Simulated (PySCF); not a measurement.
## C+ (carbon, charge +1) across methods

[He] 2s1 2p2, high-spin 4P determinant (an excited configuration). All numbers are calculated (PySCF 2.14, the spin-free X2C one-electron Hamiltonian (Gaussian nucleus), in x2c-QZVPPall (7s4p3d2f1g, 57 functions)).

```tsv
method	E (hartree)	mean ε 1s β (eV)	mean ε 2s α (eV)	mean ε 2p α (eV)	Σ⟨r²⟩ (bohr²)	⟨S²⟩
revPBE	-37.2578	-286.62	-27.308	-18.612	8.014	3.750
BHandHLYP	-37.2527	-304.51	-31.751	-22.128	7.913	3.750
r2SCAN	-37.2602	-290.08	-28.203	-19.190	7.912	3.750
PBE	-37.2084	-286.30	-27.285	-18.628	8.024	3.750
wB97X-V	-37.2523	-296.69	-32.316	-22.999	8.046	3.750
PBE0	-37.2214	-295.13	-29.710	-20.530	7.963	3.750
LDA	-36.8747	-283.72	-27.092	-18.555	8.079	3.750
HSE06	-37.2263	-294.72	-29.257	-20.118	7.961	3.750
UHF	-37.17767	-320.93	-36.606	-25.886	7.882	3.750
```
